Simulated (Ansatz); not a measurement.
Hf2Si2 (the lowest singlet isomer of a short search) was relaxed with PBE-D4 (def2-SVP) in Ansatz in these states: neutral quintet, neutral singlet, neutral triplet. The geometries follow in no particular order.

In the def2 sets Hf takes a core potential; there is no spin–orbit coupling.

A:

```csv
atom,x (Å),y (Å),z (Å)
Hf1,-0.4243,-0.6904,1.3942
Hf2,1.4693,0.6350,-0.1964
Si3,-0.0644,-1.1730,-1.0540
Si4,-0.9805,1.2284,-0.1438
```

B:

Cartesian coordinates in Å:
```
Hf 0.8960 1.2801 -0.3535
Hf -1.5372 0.4081 0.1925
Si 0.1072 -1.0466 -1.1936
Si 0.5339 -0.6415 1.3546
```

C:

```xyz
4

Hf   -0.989   -1.057   -0.706
Hf    1.087    0.813   -0.866
Si   -0.984    1.141    0.569
Si    0.885   -0.897    1.003
```

**Question.** Judge from the bond lengths which geometry belongs to which state (an estimate).

**Answer.** A is the neutral singlet (Hf1–Hf2 2.806 Å, Hf1–Si3 2.521 Å, Hf2–Si3 2.521 Å); B is the neutral quintet (Hf1–Hf2 2.642 Å, Hf1–Si3 2.596 Å, Hf2–Si3 2.596 Å); C is the neutral triplet (Hf1–Hf2 2.799 Å, Hf1–Si3 2.541 Å, Hf2–Si3 2.541 Å).

At PBE0-D4/def2-TZVP a singlet lies 0.57 eV below the neutral quintet. At PBE0-D4/def2-TZVP a singlet lies 0.37 eV below the neutral triplet. These are the stationary points nearest to one start from a short search; other shapes may lie lower in each state.
